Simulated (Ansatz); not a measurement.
Start from `F[SiH](F)O[SiH2]Cl` and change one atom or group to get `F[SiH](F)O[SiH2]S`.

Ansatz, PBE0-D4/def2-TZVP geometries, multiplicity 1. Each molecule was computed in one conformer, which needn't be the lowest.

```json
{"property": "size of the dipole moment (ωB97M-V/def2-TZVPP) / D", "`F[SiH](F)O[SiH2]Cl`": "1.12"}
{"property": "HOMO–LUMO gap (ωB97M-V/def2-TZVPP) / eV", "`F[SiH](F)O[SiH2]Cl`": "13.28"}
{"property": "HOMO energy (B3LYP/def2-TZVPP) / eV", "`F[SiH](F)O[SiH2]Cl`": "-8.95"}
{"property": "HOMO–LUMO gap (PBE0/def2-TZVPP) / eV", "`F[SiH](F)O[SiH2]Cl`": "9.30"}
{"property": "HOMO–LUMO gap (PBE/def2-TZVPP) / eV", "`F[SiH](F)O[SiH2]Cl`": "7.02"}
{"property": "HOMO energy (PBE/def2-TZVPP) / eV", "`F[SiH](F)O[SiH2]Cl`": "-7.79"}
```

**Question.** What does the change do to each property? (Estimate.)

**Answer.** The calculation gave: 
```tsv
property	`F[SiH](F)O[SiH2]S`	shift
size of the dipole moment (ωB97M-V/def2-TZVPP) / D	1.14	0.02
HOMO–LUMO gap (ωB97M-V/def2-TZVPP) / eV	11.98	-1.30
HOMO energy (B3LYP/def2-TZVPP) / eV	-7.70	1.25
HOMO–LUMO gap (PBE0/def2-TZVPP) / eV	8.03	-1.27
HOMO–LUMO gap (PBE/def2-TZVPP) / eV	5.88	-1.14
HOMO energy (PBE/def2-TZVPP) / eV	-6.73	1.06
```

With PBE0 the HOMO rises by 1.22 eV and the LUMO falls by 0.06 eV, so the gap narrows by about 1.28 eV. PBE moves the HOMO by 1.06 eV and ωB97M-V by 1.25 eV. Dipoles are sizes alone; their direction can turn.

Positive LUMOs are unbound, so they and the gaps depend on the basis.

B3LYP here is the variant with VWN-RPA as its local correlation; programs differ in this.
